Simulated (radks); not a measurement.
These are the eigenvalues of the occupied orbitals of an atom or ion with whole-number occupations (eV). Calculated with a radial shooting solver on a logarithmic mesh with Libxc functionals: non-relativistic Kohn-Sham, LDA (Slater exchange, VWN5 correlation), spin-polarised, spherical densities, point nucleus.

| orbital | eigenvalue |
|---|---|
| 1s | -447.3182 |
| 2s | -67.7570 |

Which element is it, and in what charge state? The configuration may be excited. Open shells, if any, are filled with parallel spins first.

Answer. Z = 7, nitrogen, charge +3: N3+ in [He] 2s2. The 1s level, -16.439 hartree, gives Z - s = 5.7 by -(Z - s)^2/2, which with screening narrows Z to a few neighbours, and with so few levels the electron count can be read from the list.
